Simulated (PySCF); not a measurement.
Al$_{2}$FH$_{2}$N, AlFH$_{2}$NSi, Al$_{2}$ClFH, Al$_{2}$H$_{2}$NO and others (calculated)

Computed with PySCF 2.14.0. Calculation on a computer-drawn molecule: optimised geometry and harmonic frequencies of an isolated molecule of the commonest isotopes, restricted reference for singlets and unrestricted otherwise, frozen core in MP2.

(1) Al$_{2}$FH$_{2}$N

Start structure:
```xyz
6
Al2FH2N
F      0.5580     2.2050    -1.6500
Al    -0.8511     2.5047    -0.8326
N     -2.1702     1.3253    -0.9309
Al    -3.8363     1.2612    -0.2117
H     -0.9612     3.8262    -0.0008
H     -1.9391     0.5244    -1.5097
```

| Item | Value |
| --- | --- |
| charge | 0 |
| multiplicity | 1 |
| method | MP2 |
| basis | cc-pV(D+d)Z |
| rotational constants | 28.76, 1.76, 1.658 GHz |
| total energy | -639.4990 hartree |
| convergence status largest gradient component | 2.848e-05 hartree/bohr |

Drawn bonds:
| atom | other atom | order |
| --- | --- | --- |
| 1 | 2 | 1 |
| 2 | 3 | 1 |
| 3 | 4 | 1 |
| 2 | 5 | 1 |
| 3 | 6 | 1 |

Optimised structure:
```xyz
6
Al2FH2N
F      0.6006     2.2343    -1.6521
Al    -0.8408     2.5014    -0.8392
N     -2.1697     1.3035    -0.9440
Al    -3.8379     1.3136    -0.1800
H     -1.0010     3.8106     0.0081
H     -1.9512     0.4833    -1.5285
```

Modes:
| frequency (cm⁻¹) | reduced mass (dalton) |
| --- | --- |
| 76.08 | 9.568 |
| 110.5 | 8.433 |
| 228.1 | 12.24 |
| 458.5 | 1.447 |
| 528.4 | 1.141 |
| 595.9 | 6.681 |
| 662.4 | 1.126 |
| 794.7 | 8.7 |
| 843.3 | 1.764 |
| 952.8 | 2.826 |
| 2016 | 1.044 |
| 3500 | 1.074 |

(2) AlFH$_{2}$NSi

Start structure:
```xyz
6
AlFH2NSi
F     -1.3941     3.0523    -3.9412
Al    -0.7012     2.5051    -2.6380
N     -0.0954     1.9528    -1.1191
Si     1.0739     1.2831    -0.1573
H      2.4265     0.7722    -0.6068
H      0.7484     1.1348     1.2251
```

| Property | Result |
| --- | --- |
| charge | 1 |
| multiplicity | 1 |
| method | HF |
| basis | cc-pV(D+d)Z |
| rotational constants | 162.7, 1.574, 1.559 GHz |
| total energy | -685.7334 hartree |
| convergence status largest gradient component | 1.184e-05 hartree/bohr |

Drawn bonds:
| atom | other atom | order |
| --- | --- | --- |
| 1 | 2 | 1 |
| 2 | 3 | 2 |
| 3 | 4 | 1 |
| 4 | 5 | 1 |
| 4 | 6 | 1 |

Optimised structure:
```xyz
6
AlFH2NSi
F     -1.5811     3.1070    -3.8055
Al    -0.6951     2.4975    -2.6085
N      0.2134     1.8726    -1.3813
Si     1.0901     1.2694    -0.1971
H      2.4339     0.7396    -0.4232
H      0.5969     1.2142     1.1782
```

Modes:
| frequency (cm⁻¹) | reduced mass (dalton) |
| --- | --- |
| 90.94 | 5.63 |
| 104.2 | 9.16 |
| 219.7 | 12.75 |
| 248.9 | 14.07 |
| 551.2 | 12.22 |
| 748.8 | 1.238 |
| 798.3 | 1.184 |
| 1003 | 7.25 |
| 1076 | 1.168 |
| 1463 | 15 |
| 2417 | 1.029 |
| 2443 | 1.059 |

(3) AlFH$_{2}$NSi

Start structure:
```xyz
6
AlFH2NSi
F     -1.5811     3.1070    -3.8055
Al    -0.6951     2.4975    -2.6085
N      0.2134     1.8725    -1.3813
Si     1.0901     1.2694    -0.1971
H      2.4339     0.7396    -0.4232
H      0.5969     1.2142     1.1782
```

| Property | Result |
| --- | --- |
| charge | 1 |
| multiplicity | 1 |
| method | MP2 |
| basis | cc-pV(D+d)Z |
| rotational constants | 159.5, 1.527, 1.512 GHz |
| total energy | -686.2151 hartree |
| convergence status largest gradient component | 4.707e-06 hartree/bohr |

Drawn bonds:
| atom | other atom | order |
| --- | --- | --- |
| 1 | 2 | 1 |
| 2 | 3 | 2 |
| 3 | 4 | 1 |
| 4 | 5 | 1 |
| 4 | 6 | 1 |

Optimised structure:
```xyz
6
AlFH2NSi
F     -1.6081     3.1255    -3.8416
Al    -0.7075     2.5060    -2.6252
N      0.2165     1.8704    -1.3776
Si     1.1052     1.2590    -0.1767
H      2.4535     0.7299    -0.4167
H      0.5984     1.2093     1.2004
```

Modes:
| frequency (cm⁻¹) | reduced mass (dalton) |
| --- | --- |
| 31.43 | 5.283 |
| 84.83 | 9.037 |
| 173.3 | 21.24 |
| 212 | 17.4 |
| 512.4 | 12.51 |
| 698.5 | 1.206 |
| 733.3 | 1.166 |
| 950 | 8.143 |
| 1018 | 1.145 |
| 1387 | 15.09 |
| 2353 | 1.028 |
| 2390 | 1.06 |

(4) AlFH$_{2}$NSi

Start structure:
```xyz
6
AlFH2NSi
F     -1.0704     1.9402     3.9748
Al    -2.4560     2.5463     3.0492
N     -2.2267     2.5755     1.1500
Si    -1.2035     2.1849     0.0016
H     -1.0026     0.8808    -0.6252
H     -0.0354     2.9501    -0.5078
```

| Item | Value |
| --- | --- |
| charge | -1 |
| multiplicity | 1 |
| method | HF |
| basis | aug-cc-pV(D+d)Z |
| rotational constants | 17.53, 1.889, 1.739 GHz |
| total energy | -685.9945 hartree |
| convergence status largest gradient component | 2.71e-06 hartree/bohr |

Drawn bonds:
| atom | other atom | order |
| --- | --- | --- |
| 1 | 2 | 1 |
| 2 | 3 | 2 |
| 3 | 4 | 1 |
| 4 | 5 | 1 |
| 4 | 6 | 1 |

Optimised structure:
```xyz
6
AlFH2NSi
F     -1.3945     2.0545     4.1941
Al    -2.5291     2.6002     3.0297
N     -1.6109     2.2833     1.4420
Si    -1.0327     2.1095     0.0078
H     -1.1843     0.9179    -0.8721
H     -0.2431     3.1124    -0.7590
```

Modes:
| frequency (cm⁻¹) | reduced mass (dalton) |
| --- | --- |
| 20.1 | 5.139 |
| 100.5 | 8.608 |
| 170 | 1.111 |
| 293 | 12.98 |
| 456.3 | 15.64 |
| 668.9 | 3.111 |
| 679.6 | 1.767 |
| 724.3 | 1.245 |
| 1087 | 1.048 |
| 1359 | 14.76 |
| 2225 | 1.053 |
| 2263 | 1.031 |

(5) Al$_{2}$ClFH

Start structure:
```xyz
5
Al2ClFH
F      1.2220    -3.2806     0.2510
Al     2.1746    -1.9472     0.1047
Al     1.8638     0.5088    -0.6975
Cl     2.4415     1.5432     1.0774
H      1.2674     1.4648    -1.7975
```

| Quantity | Value |
| --- | --- |
| charge | 0 |
| multiplicity | 2 |
| method | HF |
| basis | cc-pV(D+d)Z |
| rotational constants | 8.857, 1.154, 1.097 GHz |
| total energy | -1043.4911 hartree |
| spin squared | 0.7886 |
| convergence status largest gradient component | 1.608e-05 hartree/bohr |

Drawn bonds:
| atom | other atom | order |
| --- | --- | --- |
| 1 | 2 | 1 |
| 2 | 3 | 1 |
| 3 | 4 | 1 |
| 3 | 5 | 1 |

Optimised structure:
```xyz
5
Al2ClFH
F      1.0994    -3.0952     0.2836
Al     2.3355    -2.0917    -0.2010
Al     1.7973     0.4903    -0.4803
Cl     2.4144     1.7518     1.1227
H      1.3227     1.2337    -1.7869
```

Modes:
| frequency (cm⁻¹) | reduced mass (dalton) |
| --- | --- |
| 41.33 | 14.12 |
| 96.32 | 20.34 |
| 122.3 | 6.745 |
| 292.4 | 8.863 |
| 397.7 | 1.391 |
| 512.7 | 15.48 |
| 653.5 | 1.11 |
| 823.1 | 20.23 |
| 1993 | 1.044 |

(6) Al$_{2}$ClFH

Start structure:
```xyz
5
Al2ClFH
F      1.0994    -3.0952     0.2836
Al     2.3355    -2.0917    -0.2010
Al     1.7973     0.4903    -0.4803
Cl     2.4144     1.7518     1.1227
H      1.3227     1.2337    -1.7869
```

| Quantity | Value |
| --- | --- |
| charge | 0 |
| multiplicity | 2 |
| method | MP2 |
| basis | cc-pV(D+d)Z |
| rotational constants | 8.886, 1.148, 1.089 GHz |
| total energy | -1043.9123 hartree |
| spin squared | 0.789 |
| convergence status largest gradient component | 2.829e-05 hartree/bohr |

Drawn bonds:
| atom | other atom | order |
| --- | --- | --- |
| 1 | 2 | 1 |
| 2 | 3 | 1 |
| 3 | 4 | 1 |
| 3 | 5 | 1 |

Optimised structure:
```xyz
5
Al2ClFH
F      1.1066    -3.1350     0.2940
Al     2.3204    -2.0778    -0.2011
Al     1.7887     0.5030    -0.4793
Cl     2.4197     1.7508     1.1201
H      1.3339     1.2480    -1.7956
```

Modes:
| frequency (cm⁻¹) | reduced mass (dalton) |
| --- | --- |
| 39.97 | 14.12 |
| 88.38 | 19.44 |
| 109.4 | 6.358 |
| 284.4 | 6.784 |
| 384.3 | 1.483 |
| 519.5 | 11.36 |
| 624.1 | 1.141 |
| 801.2 | 20.56 |
| 1959 | 1.044 |

(7) AlFH$_{2}$NSi

Start structure:
```xyz
6
AlFH2NSi
F     -1.2467     0.4751     0.8027
Al    -0.3139     0.9628    -0.5067
N      1.2700     0.6969    -1.3882
Si     2.6830     0.4060    -2.0924
H      3.1902     1.0489    -3.3171
H      3.6834    -0.5215    -1.6182
```

| Item | Value |
| --- | --- |
| charge | 0 |
| multiplicity | 2 |
| method | HF |
| basis | cc-pV(D+d)Z |
| rotational constants | 24.25, 1.81, 1.718 GHz |
| total energy | -685.9694 hartree |
| spin squared | 0.7526 |
| convergence status largest gradient component | 4.168e-06 hartree/bohr |

Drawn bonds:
| atom | other atom | order |
| --- | --- | --- |
| 1 | 2 | 1 |
| 2 | 3 | 1 |
| 3 | 4 | 2 |
| 4 | 5 | 1 |
| 4 | 6 | 1 |

Optimised structure:
```xyz
6
AlFH2NSi
F     -1.2826     0.2687     0.0393
Al     0.0719     1.2312    -0.0491
N      1.3910     0.7697    -1.0917
Si     2.5952     0.3972    -2.0108
H      2.7433     0.8238    -3.4141
H      3.7472    -0.4224    -1.5935
```

Modes:
| frequency (cm⁻¹) | reduced mass (dalton) |
| --- | --- |
| 80.62 | 3.672 |
| 93.26 | 8.687 |
| 137.6 | 1.28 |
| 293.4 | 13.54 |
| 578 | 14.03 |
| 752.4 | 1.243 |
| 762.4 | 1.185 |
| 836.3 | 19.6 |
| 1100 | 1.059 |
| 1431 | 14.64 |
| 2346 | 1.055 |
| 2354 | 1.031 |

(8) Al$_{2}$H$_{2}$NO

Start structure:
```xyz
6
Al2H2NO
N     -1.1364     2.1371    -0.8840
Al     0.0086     0.9190    -0.5855
Al     1.8266    -0.9996    -0.0958
O      2.9102    -2.1157     0.0640
H     -1.3218     2.5951    -1.7411
H     -1.8091     2.4936    -0.1664
```

| Property | Result |
| --- | --- |
| charge | 1 |
| multiplicity | 1 |
| method | HF |
| basis | cc-pV(D+d)Z |
| rotational constants | 372.3, 1.349, 1.344 GHz |
| total energy | -614.0560 hartree |
| convergence status largest gradient component | 2.139e-05 hartree/bohr |

Drawn bonds:
| atom | other atom | order |
| --- | --- | --- |
| 1 | 2 | 1 |
| 2 | 3 | 1 |
| 3 | 4 | 2 |
| 1 | 5 | 1 |
| 1 | 6 | 1 |

Optimised structure:
```xyz
6
Al2H2NO
N     -1.1384     2.1114    -0.8579
Al     0.0282     0.8920    -0.5805
Al     1.7994    -0.9592    -0.1590
O      2.8658    -2.0738     0.0946
H     -1.2980     2.5817    -1.7358
H     -1.7790     2.4774    -0.1701
```

Modes:
| frequency (cm⁻¹) | reduced mass (dalton) |
| --- | --- |
| 82.16 | 7.263 |
| 84.4 | 8.89 |
| 152.8 | 7.682 |
| 156.9 | 13.13 |
| 288.2 | 13.05 |
| 566.2 | 1.22 |
| 673.3 | 1.228 |
| 967.4 | 7.434 |
| 1213 | 19.05 |
| 1647 | 1.1 |
| 3720 | 1.053 |
| 3796 | 1.093 |

(9) Al$_{2}$H$_{2}$NO

Start structure:
```xyz
6
Al2H2NO
N     -1.1384     2.1114    -0.8579
Al     0.0282     0.8920    -0.5805
Al     1.7994    -0.9592    -0.1590
O      2.8658    -2.0738     0.0946
H     -1.2980     2.5817    -1.7358
H     -1.7790     2.4774    -0.1701
```

| Property | Result |
| --- | --- |
| charge | 1 |
| multiplicity | 1 |
| method | MP2 |
| basis | cc-pV(D+d)Z |
| rotational constants | 359.2, 1.317, 1.312 GHz |
| total energy | -614.5366 hartree |
| convergence status largest gradient component | 1.692e-05 hartree/bohr |

Drawn bonds:
| atom | other atom | order |
| --- | --- | --- |
| 1 | 2 | 1 |
| 2 | 3 | 1 |
| 3 | 4 | 2 |
| 1 | 5 | 1 |
| 1 | 6 | 1 |

Optimised structure:
```xyz
6
Al2H2NO
N     -1.1533     2.1269    -0.8613
Al     0.0282     0.8919    -0.5801
Al     1.8005    -0.9604    -0.1588
O      2.9158    -2.1260     0.1063
H     -1.3116     2.6014    -1.7543
H     -1.8017     2.4957    -0.1605
```

Modes:
| frequency (cm⁻¹) | reduced mass (dalton) |
| --- | --- |
| 61.67 | 8.887 |
| 62.42 | 9.922 |
| 125.1 | 13.92 |
| 132.7 | 6.424 |
| 267.7 | 13.07 |
| 479.9 | 1.196 |
| 613 | 1.229 |
| 914.6 | 7.414 |
| 1034 | 18.96 |
| 1518 | 1.101 |
| 3544 | 1.052 |
| 3636 | 1.093 |

(10) AlH$_{6}$N$_{2}$

Start structure:
```xyz
9
AlH6N2
N     -1.3579    -1.1473     0.9111
Al     0.3519    -0.6447     0.7029
N      1.2217    -1.7456    -0.4120
H     -1.8532    -2.0006     0.5260
H     -2.0879    -0.7197     1.4821
H      1.0674    -0.5738     2.1647
H      0.3759     0.8639     0.0485
H      2.2743    -1.6224    -0.6577
H      0.9120    -2.5044    -0.9233
```

| Item | Value |
| --- | --- |
| charge | -1 |
| multiplicity | 1 |
| method | HF |
| basis | aug-cc-pV(D+d)Z |
| rotational constants | 16.94, 5.976, 4.827 GHz |
| total energy | -354.3983 hartree |
| convergence status largest gradient component | 4.016e-05 hartree/bohr |

Drawn bonds:
| atom | other atom | order |
| --- | --- | --- |
| 1 | 2 | 1 |
| 2 | 3 | 1 |
| 1 | 4 | 1 |
| 1 | 5 | 1 |
| 2 | 6 | 1 |
| 2 | 7 | 1 |
| 3 | 8 | 1 |
| 3 | 9 | 1 |

Optimised structure:
```xyz
9
AlH6N2
N     -1.4490    -1.2183     0.7696
Al     0.3302    -0.6465     0.6844
N      1.2295    -1.8906    -0.3852
H     -1.6519    -2.1177     1.1658
H     -2.1514    -0.5780     1.0908
H      1.1604    -0.6237     2.1172
H      0.2627     0.9029     0.1036
H      2.2323    -1.9133    -0.3647
H      0.9414    -2.0094    -1.3391
```

Modes:
| frequency (cm⁻¹) | reduced mass (dalton) |
| --- | --- |
| 163.3 | 1.792 |
| 187.6 | 1.056 |
| 303.9 | 1.301 |
| 367.5 | 1.177 |
| 386.5 | 1.245 |
| 525.2 | 1.188 |
| 572.1 | 1.132 |
| 630.9 | 4.801 |
| 660.2 | 2.96 |
| 721.3 | 1.442 |
| 772.6 | 1.203 |
| 844 | 1.266 |
| 849.3 | 1.089 |
| 1602 | 1.048 |
| 1662 | 1.096 |
| 1666 | 1.101 |
| 1694 | 1.028 |
| 3719 | 1.051 |
| 3719 | 1.051 |
| 3801 | 1.091 |
| 3801 | 1.092 |
